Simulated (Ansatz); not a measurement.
Relaxation of C$_{2}$H$_{7}$AlF (11 atoms, charge 0, multiplicity 2), to a largest force component of 0.03 eV/Å in at most 50 steps.

The calculation used UKS r2SCAN-D4/cc-pVDZ in Ansatz.

```xyz
11
Properties=species:S:1:pos:R:3:forces:R:3
Al 0.003 -0.001 -0.210 0.01 0.01 0.09
H -0.014 -0.040 2.544 0.00 -0.02 -0.46
C 1.762 0.025 -1.112 0.01 -0.04 0.02
H 2.105 -1.019 -1.248 -0.02 0.01 -0.01
H 1.727 0.491 -2.113 -0.01 0.00 0.04
H 2.537 0.526 -0.509 -0.01 0.02 -0.04
C -1.750 0.001 -1.126 -0.03 -0.01 0.06
H -2.323 -0.903 -0.847 0.02 0.00 -0.04
H -2.359 0.854 -0.776 0.02 0.01 -0.04
H -1.683 0.047 -2.227 0.02 0.00 0.04
F -0.006 0.019 3.472 0.00 0.02 0.33
```

Where does it end, and by what steps?

The forces met the threshold. The force dipped under the threshold on the way, but the program's further checks kept it going. After 38 steps the energy has fallen by 0.360 eV; F11 moved furthest, 1.77 Å.

```tsv
step	energy less start (eV)	largest force component (eV/Å)	accepted
0	0.0000	0.463	yes
2	-0.0272	0.644	no
4	-0.0326	0.156	yes
6	-0.0357	0.194	yes
8	-0.0390	0.130	yes
10	-0.0416	0.916	no
12	-0.0614	0.280	yes
14	-0.0980	0.573	yes
16	-0.1900	0.534	yes
18	-0.3055	0.157	yes
20	-0.3208	0.880	yes
22	-0.3412	0.097	yes
24	-0.3483	0.061	yes
26	-0.3473	0.396	no
28	-0.3528	0.018	yes
30	-0.3562	0.113	yes
32	-0.3585	0.127	yes
34	-0.3559	0.222	no
36	-0.3596	0.018	yes
38	-0.3602	0.017	yes
```

```xyz
11
Properties=species:S:1:pos:R:3
Al 0.030 -0.641 -0.077
H -0.027 -0.320 2.240
C 1.718 0.061 -0.839
H 1.967 -0.460 -1.782
H 1.608 1.134 -1.085
H 2.590 -0.047 -0.172
C -1.696 -0.144 -0.910
H -2.585 -0.466 -0.344
H -1.749 0.955 -1.032
H -1.777 -0.581 -1.922
F -0.079 0.508 1.771
```

Whether the end is a true minimum wasn't checked by a vibrational analysis.

Time of the run: 74 s on 4 threads of Intel(R) Xeon(R) Platinum 8223CL CPU @ 3.00GHz (Skylake/Cascade Lake) (shared host), peak memory 0.24 GiB.
